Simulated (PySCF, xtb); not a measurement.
GeOCl2, SMILES [Cl][Ge](=[O])[Cl].

Harmonic wavenumbers (cm⁻¹) from GFN2-xTB (xtb) at its own minimum, in rising order: 132, 148, 196, 347, 387, 916.

### Question
What does PBE-D3(BJ)/def2-SVP (PySCF) give at its own minimum? (The exact figures need the calculation; the answer reports its results.)

### Answer
148, 168, 199, 401, 436, 955. Paired by order, the mean absolute difference is 30 cm⁻¹ and the zero-point energies are 3.0 and 3.3 kcal/mol.
